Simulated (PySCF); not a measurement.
C5H5FSi. Atoms are numbered in the order given.

```xyz
12

C     -0.2102    -1.4011     2.4913
C     -0.0807    -0.7200     1.4948
Si     0.0788     0.3297     0.0000
C     -1.1581     1.7079     0.0000
F      1.5810     0.9594     0.0000
C     -0.0807    -0.7200    -1.4948
C     -0.2102    -1.4011    -2.4913
H     -0.3211    -2.0085     3.3744
H     -1.0349     2.3371     0.8952
H     -1.0349     2.3371    -0.8952
H     -2.1807     1.2985     0.0000
H     -0.3211    -2.0085    -3.3744
```
Charge 0, spin multiplicity 1.

The structure is a stationary point at ωB97X-D3(BJ)/def2-SVP.

Method: PySCF with r2SCAN/def2-TZVP.

Symmetry labels are those of the subgroup Cs that the program uses (full group Cs).

Computed valence orbital energies around the gap with their symmetry:
```csv
orbital,symmetry,energy (eV)
HOMO−7,A",-10.37
HOMO−6,A',-10.34
HOMO−5,A",-9.77
HOMO−4,A',-8.83
HOMO−3,A',-7.78
HOMO−2,A',-7.52
HOMO−1,A",-7.50
HOMO,A",-7.35
LUMO,A',-1.62
LUMO+1,A',-1.23
LUMO+2,A",-0.33
LUMO+3,A",-0.05
```
